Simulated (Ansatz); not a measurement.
Reactions of CH₇ClOSi₂, SMILES `[SiH3]OC[SiH2]Cl`.

Computed with Ansatz on PBE0-D4/def2-TZVP structures; ΔE is electronic, products minus reactants. CBS: MP2 limit from def2 TZ/QZ plus the TZ coupled-cluster correction, frozen cores. This one scheme is used for every species, atoms too. Functionals use def2-TZVPP. Open shells (•) are unrestricted, without spin–orbit coupling. Spin–orbit coupling would lower the free atoms: a little for C, Cl, O, Si. def2 core potentials past Kr. For Sn outer-core shells are correlated without core-valence functions, so the limit isn't a true one: a few kJ/mol of doubt a bond, and 10 to 20 or more in all where bonds break to atoms. One conformer a species, not always the lowest.

| reaction | CCSD(T)/CBS(def2) (kJ/mol) |
| --- | --- |
| `[SiH3]OC[SiH2]Cl` + CH₃OH → `CO[SiH2]Cl` + `CO[SiH3]` | -116 |
| `[SiH3]OC[SiH2]Cl` → C• + Cl• + 7 H• + O• + 2 Si• | 4054 |
| `[SiH3]OC[SiH2]Cl` → `C[Si](O)([SiH3])Cl` | -132 |
| `[SiH3]OC[SiH2]Cl` + `S[SiH2]Cl` → `Cl[SiH2]S[SiH2]Cl` + `CO[SiH3]` | -78 |
| `[SiH3]OC[SiH2]Cl` → `O[SiH2]C([SiH3])Cl` | 50 |
| `[SiH3]OC[SiH2]Cl` + `OCS` → `OCS[SiH3]` + `OC[SiH2]Cl` | ? |
| `[SiH3]OC[SiH2]Cl` + `[CH3][SnH2][Cl]` → `[SiH3][CH2][SnH2][Cl]` + `OC[SiH2]Cl` | 83 |
| `[SiH3]OC[SiH2]Cl` → `OC[SiH2]Cl` + `[SiH2]` | 323 |
| `[SiH3]OC[SiH2]Cl` + HCl → `ClC[SiH2]Cl` + `O[SiH3]` | ? |
| `[SiH3]OC[SiH2]Cl` → `O[SiH2][SiH2]CCl` | ? |

Q: Fill in the missing values. (An estimate is asked.)

A: Ansatz gave: `[SiH3]OC[SiH2]Cl` + `OCS` → `OCS[SiH3]` + `OC[SiH2]Cl`: +25.7 kJ/mol; `[SiH3]OC[SiH2]Cl` + HCl → `ClC[SiH2]Cl` + `O[SiH3]`: -37.4 kJ/mol; `[SiH3]OC[SiH2]Cl` → `O[SiH2][SiH2]CCl`: +70.7 kJ/mol.

Largest T1 diagnostic: 0.014, for `[SiH2]`.
